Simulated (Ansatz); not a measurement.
A series at Ge: from `[F][Ge]([F])([F])[SH]`, ligands are replaced one by one, each step taking up HCl and setting free H–F; n counts the steps. Ansatz, PBE0-D4/def2-TZVP geometries. Each molecule was computed in one conformer, which needn't be the lowest.

CBS adds triple-zeta CCSD(T) − MP2 to the MP2 limit, frozen cores; atoms without spin–orbit coupling. Outer-core shells of Ge are correlated without core-valence functions. Scalar relativity is left out up to krypton. Spin–orbit coupling is left out.

```json
{"n": "0", "molecule": "`[F][Ge]([F])([F])[SH]`", "atomization energy, CCSD(T)/CBS (kJ/mol)": "2110.6"}
{"n": "1", "molecule": "`[F][Ge]([F])([SH])[Cl]`", "atomization energy, CCSD(T)/CBS (kJ/mol)": "?"}
{"n": "2", "molecule": "`[F][Ge]([SH])([Cl])[Cl]`", "atomization energy, CCSD(T)/CBS (kJ/mol)": "1842.0"}
{"n": "3", "molecule": "`[SH][Ge]([Cl])([Cl])[Cl]`", "atomization energy, CCSD(T)/CBS (kJ/mol)": "1707.9"}
```

Question: By hand: fit a straight line y = ȳ + b (n − n̄) to the 3 given rows and predict n = 1.

Answer: n̄ = 1.667, ȳ = 1886.83; Σ(n − n̄)(y − ȳ) = -626.47, Σ(n − n̄)² = 4.667, so b = -134.23 kJ/mol a step. Prediction: 1886.83 + (-134.23) × (-0.667) = 1976.4 kJ/mol.

Question: By hand: compare with the computed value, 1975.6 kJ/mol, and give the steps along the whole series.

Answer: The line misses by -0.8 kJ/mol (computed minus predicted). Steps: -135.0, -133.6, -134.1 kJ/mol.

The steps differ by at most 1.4 kJ/mol, 1.0 % of a mean step, so the ligands' effects nearly add and a line is close. The miss is 0.2 % of the series' range. The energies themselves are unsure by some kJ/mol a bond, though much of that is common to the series.
